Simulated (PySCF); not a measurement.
Si(All)2(H)(OH), SMILES C(C=C)[SiH](O)CC=C (C6H12OSi) at its GFN2-xTB optimised geometry (Å):

```
20

Si     0.6318    -0.2313     0.0000
O      0.3172     1.3639     0.0000
C     -0.1100    -1.0954     1.5395
C      0.3135    -0.3999     2.7839
C     -0.4683     0.3693     3.5201
C     -0.0754    -1.0616    -1.5791
C     -1.5594    -0.9654    -1.6155
C     -2.2361    -0.0362    -2.2690
H      2.0907    -0.2313     0.0000
H     -0.5718     1.7037    -0.0654
H     -1.1998    -1.1019     1.4775
H      0.2237    -2.1327     1.5716
H      1.3520    -0.5332     3.0565
H     -0.1111     0.8720     4.4023
H     -1.5062     0.5241     3.2719
H      0.3497    -0.5545    -2.4444
H      0.2286    -2.1057    -1.6235
H     -2.0907    -1.7037    -1.0280
H     -1.7356     0.7105    -2.8644
H     -3.3119     0.0097    -2.2516
```

Level of theory: CAM-B3LYP/def2-SVP (PySCF 2.14.0). Cells within 0.4 Å of a nucleus heavier than hydrogen are left out (blank, or x).

Map of the HOMO amplitude (bohr^(-3/2)) on the plane z = 1.2 Å; orbital energy -8.08 eV, overall sign arbitrary:

```
|77777777777777777777777777777|
|77777777777777777777777777777|
|77777777777777777777777777777|
|77777777777777777777777777777|
|77777777777777777777777777777|
|77777777777777777777777777777|
|77777777777788888877777777777|
|77777777777888888887777777777|
|77777777778888888887777777777|
|77777777778888888888777777777|
|77777777778888888888777777777|
|77777777778888888888777777777|
|77777777777788888877777777777|
|77777777777777777777777777777|
|77777777777766555677777777777|
|77777777777754334567777777777|
|77777777888752003466777777777|
|77777778888862x03567777777777|
|77777778889885334567777777777|
|77777778888998776777777777777|
|77777778888999998777777777777|
|77777778888899998887777777777|
|77777778888889998888777777777|
|77777777888888888888777777777|
|77777777888888888888777777777|
|77777777788888888888777777777|
|77777777777888888887777777777|
|77777777777778888777777777777|
|77777777777777777777777777777|
```
Scale: ten equal steps from -0.133 (start of '0') to 0.035 (end of '9'), in the order '0123456789'; x runs from -4.50 to 4.50, y from -4.50 (bottom) to 4.50 (top).
